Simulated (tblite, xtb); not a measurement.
C$_{3}$H$_{9}$B, charge +1, doublet, at a GFN2-xTB geometry (a state made from the parent by changing its charge; the spin is typed, not shown lowest). Base run: GFN1-xTB in xtb 6.7.1.

xtb was given this input:
```
$ xtb mol.xyz --gfn 1 --chrg 1 --uhf 1 --json

# file mol.xyz
13

B     -0.05647573     0.05517160    -0.05364308
C      1.51411882    -0.13791460    -0.22617234
H      2.02755724    -0.85500214     0.40558796
H      1.94104364     0.84853152    -0.03424725
H      1.65529476    -0.43161225    -1.26820282
C     -0.49203480    -0.76952308     1.23631151
H     -1.34235646    -1.37537941     0.91708171
H     -0.79808470    -0.01384345     1.96257438
H      0.23345189    -1.41985028     1.71348884
C     -0.97605379     0.86460885    -0.96549414
H     -1.85392301     1.28359200    -0.46707029
H     -1.36351003     0.23270689    -1.76988686
H     -0.49327601     1.71197205    -1.45898050
```

Programs used: tblite, xtb; a row that names a program was run with it.

Variants of this job, named by their change:

| change | ΔE vs base (kJ/mol) | G_solv (kcal/mol) | SCF cycles |
|---|---|---|---|
| base | 0.00 | - | 11 |
| program = tblite; method = gfn1; option = (--guess, eeq) | 0.00 | - | - |
| gbsa = acetonitrile | -220.5 | -52.73 | 11 |
| alpb = dmso | -208.9 | -50.00 | 11 |
| acc = 0.0001 | 0.00 | - | 16 |
| program = tblite; method = gfn1; option = (--efield, 0,0,0.1) | -0.72 | - | - |
| alpb = acetonitrile | -205.3 | -49.08 | 11 |
| acc = 0.1 | 0.00 | - | 12 |
| program = tblite; method = gfn1; option = --grad | 0.00 | - | - |
| file = coord | 0.00 | - | 11 |

ALPB and GBSA are two models with their own fitted parameters for each solvent, which aren't always the measured dielectric constant.
